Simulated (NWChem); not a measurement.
# ZnI2; SMILES [I][Zn][I]

Computed with NWChem. Structure relaxed at the PBE0/def2-SVP level. def2 effective core potentials on I; no spin-orbit coupling. Level TPSS/def2-SVP: energy and gradient; each run changes one setting, and changes count from the defaults (medium grid, exact Coulomb integrals, symmetry on).

```csv
setting,size of the energy change (μHa),largest change of a gradient component (μHa/bohr),"time, defaults = 1 (rough)"
defaults,< 10,< 30,about 1
tight SCF thresholds and tolerances,< 10,< 30,about 1
symmetry off,< 10,other frame,2
Becke weights,< 10,< 30,about 1
extra-fine grid,< 10,< 30,about 1
coarse grid,< 10,< 30,about 1
```
